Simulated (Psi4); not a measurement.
H2BFS (SMILES FBS), singlet, at a GFN2-xTB geometry, atoms displaced at random by about 0.08 Å a coordinate; PBE0/STO-3G, gradient run with Psi4 1.11.

The Psi4 input:
```
memory 2 GB

molecule {
0 1
B    -0.46066697   -0.46593840    0.46498123
F     0.50719949   -1.23560732    1.16629046
H    -1.55061110   -0.72132582    0.58631999
S     0.13835187    0.68952890   -0.54026354
H    -1.17562310    1.17941807   -1.15027652
symmetry c1
no_reorient
no_com
}

set {
  basis sto-3g
}

gradient('pbe0')
print_variables()
```

Problem. What does Psi4 print? Leave out banner, timings and long lists.

Solution. 
```
gradient() will perform analytic gradient computation.

   => Loading Basis Set <=

    Name: STO-3G
    Role: ORBITAL
    Keyword: BASIS

         ---------------------------------------------------------
                                   SCF
               by Justin Turney, Rob Parrish, Andy Simmonett
                          and Daniel G. A. Smith
                              RKS Reference
         ---------------------------------------------------------

  ==> Geometry <==

    Molecular point group: c1
    Full point group: C1

    Geometry (in Angstrom), charge = 0, multiplicity = 1:

       Center              X                  Y                   Z               Mass
    ------------   -----------------  -----------------  -----------------  -----------------
         B           -0.460666970000    -0.465938400000     0.464981230000    11.009305360000
         F            0.507199490000    -1.235607320000     1.166290460000    18.998403162730
         H           -1.550611100000    -0.721325820000     0.586319990000     1.007825032230
         S            0.138351870000     0.689528900000    -0.540263540000    31.972071174400
         H           -1.175623100000     1.179418070000    -1.150276520000     1.007825032230

  Running in c1 symmetry.

  Rotational constants: A =      1.58968  B =      0.18956  C =      0.16979 [cm^-1]
  Rotational constants: A =  47657.26353  B =   5682.88466  C =   5090.22616 [MHz]
  Nuclear repulsion =   87.861114753539709

  Charge       = 0
  Multiplicity = 1
  Electrons    = 32
  Nalpha       = 16
  Nbeta        = 16

  ==> Algorithm <==

  SCF Algorithm Type is DF.
  DIIS enabled.
  MOM disabled.
  Fractional occupation disabled.
  Guess Type is SAD.
  Energy threshold   = 1.00e-08
  Density threshold  = 1.00e-08
  Integral threshold = 1.00e-12

  ==> Primary Basis <==

  Basis Set: STO-3G
    Blend: STO-3G
    Number of shells: 13
    Number of basis functions: 21
    Number of Cartesian functions: 21
    Spherical Harmonics?: true
    Max angular momentum: 1

  ==> DFT Potential <==

   => LibXC <=

    Version 7.1.2
    S. Lehtola, C. Steigemann, M. J. T. Oliveira, and M. A. L. Marques,  SoftwareX 7, 1–5 (2018) (10.1016/j.softx.2017.11.002)

   => Composite Functional: PBE0 <=

    PBE0 Hyb-GGA Exchange-Correlation Functional

    C. Adamo and V. Barone,  J. Chem. Phys. 110, 6158 (1999) (10.1063/1.478522)
    M. Ernzerhof and G. E. Scuseria,  J. Chem. Phys. 110, 5029 (1999) (10.1063/1.478401)

    Deriv               =              1
    GGA                 =           TRUE
    Meta                =          FALSE

    Exchange Hybrid     =           TRUE
    MP2 Hybrid          =          FALSE

   => Exchange Functionals <=

    0.7500   Perdew, Burke & Ernzerhof

   => Exact (HF) Exchange <=

    0.2500               HF

   => Correlation Functionals <=

    1.0000   Perdew, Burke & Ernzerhof

   => LibXC Density Thresholds  <==

    XC_HYB_GGA_XC_PBEH:  1.00E-15

   => Molecular Quadrature <=

    Radial Scheme          =       TREUTLER
    Pruning Scheme         =           NONE
    Nuclear Scheme         =       TREUTLER

    Blocking Scheme        =         OCTREE
    BS radius alpha        =              1
    Pruning alpha          =              1
    Radial Points          =             75
    Spherical Points       =            302
    Total Points           =         106030
    Total Blocks           =            849
    Max Points             =            256
    Max Functions          =             20
    Weights Tolerance      =       1.00E-15

   => Loading Basis Set <=

    Name: (STO-3G AUX)
    Role: JKFIT
    Keyword: DF_BASIS_SCF

  ==> Integral Setup <==

  SCF_SUBTYPE=INCORE selected. In-core MEM_DF algorithm will be used.
  Using in-core AOs.

  ==> MemDFJK: Density-Fitted J/K Matrices <==

    J tasked:                   Yes
    K tasked:                   Yes
    wK tasked:                   No
    Algorithm:                 Core
    Schwarz Cutoff:           1E-12
    Mask sparsity (%):       2.2676
    Fitting Condition:        1E-10

   => Auxiliary Basis Set <=

  Basis Set: (STO-3G AUX)
    Blend: DEF2-UNIVERSAL-JKFIT
    Number of shells: 100
    Number of basis functions: 316
    Number of Cartesian functions: 377
    Spherical Harmonics?: true
    Max angular momentum: 4

  Minimum eigenvalue in the overlap matrix is 2.2991034503E-01.
  Reciprocal condition number of the overlap matrix is 1.1374115564E-01.
    Using symmetric orthogonalization.

  ==> Pre-Iterations <==

  SCF Guess: Superposition of Atomic Densities via on-the-fly atomic UHF (no occupation information).

   -------------------------
    Irrep   Nso     Nmo
   -------------------------
     A         21      21
   -------------------------
    Total      21      21
   -------------------------

  ==> Iterations <==

                           Total Energy        Delta E     RMS |[F,P]|

   @DF-RKS iter SAD:  -516.56077149352950   -5.16561e+02   0.00000e+00
   @DF-RKS iter   1:  -517.69083904837157   -1.13007e+00   8.64987e-03 ADIIS/DIIS
   @DF-RKS iter   2:  -517.66683774584624    2.40013e-02   1.35409e-02 ADIIS/DIIS
   @DF-RKS iter   3:  -517.71774653022953   -5.09088e-02   7.70482e-04 ADIIS/DIIS
   @DF-RKS iter   4:  -517.71789542002909   -1.48890e-04   4.34802e-04 ADIIS/DIIS
   @DF-RKS iter   5:  -517.71796884155208   -7.34215e-05   3.11327e-05 DIIS
   @DF-RKS iter   6:  -517.71796925657918   -4.15027e-07   5.94895e-06 DIIS
   @DF-RKS iter   7:  -517.71796926844013   -1.18609e-08   1.47734e-06 DIIS
   @DF-RKS iter   8:  -517.71796926938498   -9.44851e-10   8.06868e-08 DIIS
   @DF-RKS iter   9:  -517.71796926938896   -3.97904e-12   1.37800e-08 DIIS
   @DF-RKS iter  10:  -517.71796926938930   -3.41061e-13   5.65782e-10 DIIS
  Energy and wave function converged.

  ==> Post-Iterations <==

   Electrons on quadrature grid:
      Ntotal   =   32.0000447694 ; deviation = 4.477e-05

    Orbital Energies [Eh]
    ---------------------

    Doubly Occupied:

[...]
      16A     -0.192403

    Virtual:

[...]
    Final Occupation by Irrep:
              A
    DOCC [    16 ]
    NA   [    16 ]
    NB   [    16 ]

  @DF-RKS Final Energy:  -517.71796926938930

   => Energetics <=

    Nuclear Repulsion Energy =             87.8611147535397095
    One-Electron Energy =                -894.2546358233148567
    Two-Electron Energy =                 319.6156951151580188
    DFT Exchange-Correlation Energy =     -30.9401433147721967
    Empirical Dispersion Energy =           0.0000000000000000
    VV10 Nonlocal Energy =                  0.0000000000000000
    Total Energy =                       -517.7179692693893003

Computation Completed

Properties will be evaluated at   0.000000,   0.000000,   0.000000 [a0]

Properties computed using the SCF density matrix

 Multipole Moments:

 ------------------------------------------------------------------------------------
     Multipole            Electronic (a.u.)      Nuclear  (a.u.)        Total (a.u.)
 ------------------------------------------------------------------------------------

 L = 1.  Multiply by 2.5417464519 to convert [e a0] to [Debye]
 Dipole X            :         -3.5573232            3.3048594           -0.2524638
 Dipole Y            :          4.0695746           -3.7031134            0.3664612
 Dipole Z            :         -7.1613573            6.8282365           -0.3331209
 Magnitude           :                                                    0.5558788

 ------------------------------------------------------------------------------------

         ------------------------------------------------------------
                                   SCF GRAD
                          Rob Parrish, Justin Turney,
                       Andy Simmonett, and Alex Sokolov
         ------------------------------------------------------------

  ==> Geometry <==

    Molecular point group: c1
    Full point group: C1

    Geometry (in Angstrom), charge = 0, multiplicity = 1:

       Center              X                  Y                   Z               Mass
    ------------   -----------------  -----------------  -----------------  -----------------
         B           -0.460666970000    -0.465938400000     0.464981230000    11.009305360000
         F            0.507199490000    -1.235607320000     1.166290460000    18.998403162730
         H           -1.550611100000    -0.721325820000     0.586319990000     1.007825032230
         S            0.138351870000     0.689528900000    -0.540263540000    31.972071174400
         H           -1.175623100000     1.179418070000    -1.150276520000     1.007825032230

  Nuclear repulsion =   87.861114753539709

  ==> Basis Set <==

  Basis Set: STO-3G
    Blend: STO-3G
    Number of shells: 13
    Number of basis functions: 21
    Number of Cartesian functions: 21
    Spherical Harmonics?: true
    Max angular momentum: 1

  ==> DFJKGrad: Density-Fitted SCF Gradients <==

    Gradient:                    1
    J tasked:                  Yes
    K tasked:                  Yes
    wK tasked:                  No
    Integrals threads:           1
    Schwarz Cutoff:          1E-12
    Fitting Condition:       1E-10

   => Auxiliary Basis Set <=

  Basis Set: (STO-3G AUX)
    Blend: DEF2-UNIVERSAL-JKFIT
    Number of shells: 100
    Number of basis functions: 316
    Number of Cartesian functions: 377
    Spherical Harmonics?: true
    Max angular momentum: 4

  ==> DFT Potential <==

   => LibXC <=

    Version 7.1.2
    S. Lehtola, C. Steigemann, M. J. T. Oliveira, and M. A. L. Marques,  SoftwareX 7, 1–5 (2018) (10.1016/j.softx.2017.11.002)

   => Composite Functional: PBE0 <=

    PBE0 Hyb-GGA Exchange-Correlation Functional

    C. Adamo and V. Barone,  J. Chem. Phys. 110, 6158 (1999) (10.1063/1.478522)
    M. Ernzerhof and G. E. Scuseria,  J. Chem. Phys. 110, 5029 (1999) (10.1063/1.478401)

    Deriv               =              1
    GGA                 =           TRUE
    Meta                =          FALSE

    Exchange Hybrid     =           TRUE
    MP2 Hybrid          =          FALSE

   => Exchange Functionals <=

    0.7500   Perdew, Burke & Ernzerhof

   => Exact (HF) Exchange <=

    0.2500               HF

   => Correlation Functionals <=

    1.0000   Perdew, Burke & Ernzerhof

   => LibXC Density Thresholds  <==

    XC_HYB_GGA_XC_PBEH:  1.00E-15

   => Molecular Quadrature <=

    Radial Scheme          =       TREUTLER
    Pruning Scheme         =           NONE
    Nuclear Scheme         =       TREUTLER

    Blocking Scheme        =         OCTREE
    BS radius alpha        =              1
    Pruning alpha          =              1
    Radial Points          =             75
    Spherical Points       =            302
    Total Points           =         106030
    Total Blocks           =            849
    Max Points             =            256
    Max Functions          =             20
    Weights Tolerance      =       1.00E-15

  -Total Gradient:
     Atom            X                  Y                   Z
    ------   -----------------  -----------------  -----------------
       1       -0.053228889921     0.095853902318    -0.080220384967
       2        0.053254583613    -0.036409436432     0.029885323331
       3        0.030565887291     0.006931490471    -0.005466756631
       4        0.032892457074    -0.090934766495     0.087459291907
       5       -0.063184269757     0.024405439539    -0.031652181780

  Variable Map:
  ----------------------------------------------------------------------------
[...]
  Array Variable Map:
  ----------------------------------------------------------------------------
[...]
[...]
```
